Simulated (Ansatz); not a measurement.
Born–Oppenheimer molecular dynamics of BrClF$_{3}$HSi (7 atoms, charge 0, multiplicity 1). It starts at the highest image of a converged band. Of that band: Neighbouring images differ by up to 1.6 eV, so the band resolves the path poorly. A vibrational analysis at the climbing image gives one clearly imaginary mode, 558i cm⁻¹: a first-order saddle point.

These are results of RHF/def2-SVP (Ansatz 0.2.0), not measurements.

| Property | Result |
| --- | --- |
| ensemble | NVE (velocity Verlet) |
| time step | 0.5 fs |
| steps asked | 200 |
| starting velocities drawn for | 100 K |
| seed | 6868 |

First frame:

```xyz
7
Properties=species:S:1:pos:R:3
Si 0.037 0.236 -0.050
F -0.033 0.129 1.748
F 1.358 -0.032 -0.870
Cl -1.411 1.393 -0.830
F -0.593 -1.227 -0.079
Br 1.333 2.282 1.006
H 0.492 0.997 1.978
```

(1) How far do the bonds stretch over the last three quarters of this one trajectory? (Pairs bonded in most of those frames.)

Answers

(1) 
```csv
bond,mean (Å),spread (Å),shortest,longest
Si1–F3,1.589,0.016,1.56,1.61
Si1–Cl4,2.023,0.021,1.99,2.06
Si1–F5,1.597,0.013,1.57,1.62
Si1–Br6,2.302,0.147,2.15,2.57
F2–H7,0.916,0.017,0.90,0.96
```

Pairs bonded in part of these frames only: Si1–F2 32 %.

Mean temperature of the second half: 1661 K. The conserved energy stayed within 0.016 meV per atom of its start (net change -0.014 meV per atom), so the integration is sound. The kinetic energy rose, since the run started high on the potential surface and went downhill. It ends in pieces (BrClF2Si + FH), so much of that is their flight and rotation, not heat. A run of 0.1 ps of so small a system gives no equilibrium averages. The orbitals stay closed-shell, which can raise the energy where a bond breaks towards radicals; this wasn't checked here.

Run time: 6 min on 2 threads of Arm Neoverse V1, with other jobs on the host, peak memory 0.28 GiB.
